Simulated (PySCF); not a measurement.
Computed structure and properties of [Nd(H2O)]3+

System: [Nd(H2O)]3+ (singlet in the valence; each metal's 4f electrons, 3 of them, lie in its core potential, out of spins and levels); start: template (C2v). Method: PySCF 2.14.0, RKS PBE0, Nd lcecp-1-SVP with ECP49, O def2-SVP, H def2-SVP; non-relativistic Hamiltonian with scalar-relativistic core potentials where named; density fitting; no spin-orbit coupling.

Input of the relaxation:

```python
mol = gto.M(atom='''
Nd     0.00000     0.00000    -0.29153
O      0.00000     0.00000     2.23097
H      0.77000    -0.00000     2.82097
H     -0.77000     0.00000     2.82097''',
    basis={'Nd': 'lcecp-1-SVP', 'O': 'def2-SVP', 'H': 'def2-SVP'},
    ecp={'Nd': 'lcecp-1-SVP'},
    charge=3, spin=0)
mf = dft.RKS(mol, xc='PBE0')
mf.grids.atom_grid = (50, 194)  # f atoms: unpruned, at least (60, 302)
mf = mf.density_fit()  # fitting sets: Nd AutoAux, O def2-universal-JKFIT, H def2-universal-JKFIT
mf.conv_tol = 1e-08; mf.max_cycle = 55
mf.kernel(dm0)  # dm0: converged density of the start geometry
# quasi-Newton relaxation in Cartesian coordinates to a largest gradient under 0.00045 Eh/bohr, steps kept in the point group
```

Run from Python with OMP_NUM_THREADS=2; the lines above give its settings. Where DIIS fails, smearing, a level shift and second-order steps follow.
It took 6.9 s on 2 threads of AMD EPYC 7R43 64-Core Processor (Zen 3), with other jobs on the host, from the converged density of the start.

Course of the relaxation:

| step | energy above end (eV) | largest force component within the symmetry (eV/Å) |
| --- | --- | --- |
| 0 | 0.3326 | 3.036 |
| 1 | 0.1651 | 1.529 |
| 2 | 0.0201 | 1.335 |
| 3 | 0.0041 | 0.250 |
| 4 | 0.0003 | 0.064 |
| 5 | 0.0000 | 0.002 |

Relaxed geometry (C2v):

```xyz
4

Nd    0.0000    0.0000   -0.1034
O     0.0000    0.0000    2.1429
H     0.7790    0.0000    2.7709
H    -0.7790    0.0000    2.7709
```

```json
{"contact": "Nd1–O2 (H2O)", "Å": "2.246"}
```

On the finer grid (75, 302):

```yaml
HOMO: -27.80 eV
LUMO: -20.51 eV
Dipole_about_the_centre_of_mass: 2.77 D
Set_of_Mulliken_populations_of_Nd1_outside_the_core_potential: s 2.04, p 6.04, d 0.33, f 0.02
D3_BJ_dispersion_energy_not_in_the_energies: -0.068 eV
```

```
atom  Mulliken (e)  Löwdin (e)  spin (e)
 Nd1          2.57        2.46      0.00
  O2         -0.31        0.05      0.00
  H3          0.37        0.24      0.00
  H4          0.37        0.24      0.00
```

The 4f levels lie in the core potential and are missing. Their spin isn't counted.

On the grid (50, 194), as all that follows. Harmonic modes: a minimum; lowest 453 cm⁻¹ (negative: unstable), highest 3430 cm⁻¹, zero-point energy 0.642 eV.

Taking off one H2O (charge 0, singlet; the rest: singlet) in vacuum, both parts rigid, costs 4.87 eV; the small basis without counterpoise inflates it. Parting with an electron moved from the ligand to the metal can be far cheaper, even downhill.

Rigid scan of H2O along the line from its metal:

```csv
distance to O2 (Å),energy (eV)
1.95,0.849
2.05,0.324
2.15,0.070
2.25,0.000
2.35,0.053
2.45,0.184
2.65,0.571
```

One start shape was tried, so this needn't be the lowest isomer.

An lcecp potential fixes the number of 4f electrons, so in runs with it no electron can move into or out of that shell.
